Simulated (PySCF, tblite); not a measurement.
C6H10P2.
Atom-mapped SMILES: `[CH2:1]=[CH:2][C:3]1=[CH:4][P:5]1[P:6]([CH3:7])[CH3:8]` (hydrogens: H9, H10 on C1; H11 on C2; H12 on C4; H13, H14, H15 on C7; H16, H17, H18 on C8)

Structure optimised with GFN2-xTB, isolated species.

Problem. List the bond lengths, angles and torsions at this level.

Solution. 
```tsv
bond	length (Å)	order
C1=C2	1.331	double
C2–C3	1.421	single
C3=C4	1.313	double
C4–P5	1.834	single
P5–P6	2.208	single
P6–C7, P6–C8	1.856	single
C3–P5	1.848	single
C1–H9	1.079	single
C1–H10	1.076	single
C2–H11	1.084	single
C4–H12	1.067	single
C7–H13 and 5 like bonds	1.089	single
```

Bonds in one row agree within 0.01 Å and their mean is given. Orders are formal, as drawn. A selection of angles:
```tsv
angle	degrees
C1–C2–C3	122.5
C2–C3–C4	149.0
C2–C3–P5	142.4
C4–C3–P5	68.6
C3–C4–P5	69.7
C4–P5–P6	100.3
C3–P5–C4	41.8
C3–P5–P6	100.0
P5–P6–C7	96.7
C7–P6–C8	97.7
```

Dihedral angles: C1–C2–C3–C4 177° (antiperiplanar); C2–C3–C4–P5 180° (antiperiplanar); C3–C4–P5–P6 93° (anticlinal); C4–P5–P6–C7 -154° (antiperiplanar); C2–C3–P5–C4 180° (antiperiplanar). The mirror-image conformer, all signs reversed, is as good.

The 3-membered ring C3–C4–P5 has internal angles of 41.8° to 69.7°. P5 (three-coordinate phosphorus) is pyramidal (angles 100.3°, 100.0° and 41.8°, sum 242.0°, 1.23 Å off the plane of its three neighbours). P6 (three-coordinate phosphorus) is pyramidal (angles 97.7°, 96.7° and 96.7°, sum 291.1°, 0.98 Å off the plane of its three neighbours). The C–C distances run from 1.313 Å (C3=C4, drawn double) to 1.421 Å (C2–C3, drawn single), a spread of 0.108 Å. The C–P distances run from 1.834 Å (C4–P5, drawn single) to 1.857 Å (P6–C8, drawn single), a spread of 0.023 Å.

Point group: C1 (no symmetry element, even within 0.4 Å). Its lowest GFN2-xTB frequency is 15 cm⁻¹, too small to tell a flat minimum from a shallow saddle. The numbers are those of one conformer. 3 starts were optimised and ended at 0.00, 0.02 and 0.02 kcal/mol (GFN2-xTB); the lowest of these is shown.

These are computed values.
